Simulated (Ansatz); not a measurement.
Species: sum formula SiNHF3, charge 0, multiplicity 2. It need not be the lowest isomer of its formula. 
Coordinates optimised at B3LYP-D3(BJ)/def2-TZVP (Ansatz, a quantum-chemistry and plane-wave program):
```xyz
6

N      1.5498     0.3290    -0.7276
Si     0.0119     0.0097    -0.0115
F     -0.5048    -1.4378    -0.3748
F      0.0657     0.1545     1.5602
F     -1.0404     1.0457    -0.5537
H      2.2995    -0.2995    -0.4315
```
Charge 0, spin multiplicity 2.

Quantity: atomisation energy (electronic, to ground-state atoms), in eV. Valence correlation only, unless marked. UHF or UKS for open shells. No spin-orbit coupling. No relativistic terms. The coupled-cluster limit lacks core correlation, which all-electron functionals hold. CBS marks a two-point X^-3 extrapolation of the correlation energy; Hartree-Fock from the larger set.

```tsv
level	program	atomisation energy (eV)	minus last row
PBE0-D3(BJ)/def2-TZVPD	Ansatz + dftd3	25.03	-0.61
r2SCANh-D4/def2-TZVPD	Ansatz + dftd4	25.18	-0.46
PBE-QIDH/def2-TZVPD	Ansatz	24.98	-0.66
SCS-MP2/6-31G	Ansatz	17.79	-7.85
CCSD(T)/cc-pwCVTZ	Ansatz	24.71	-0.93
CCSD(T)/cc-pV(Q+d)Z	Ansatz	25.28	-0.36
CCSD(T)/CBS(cc-pV(T+d)Z,cc-pV(Q+d)Z)	Ansatz	25.64	0.00
```
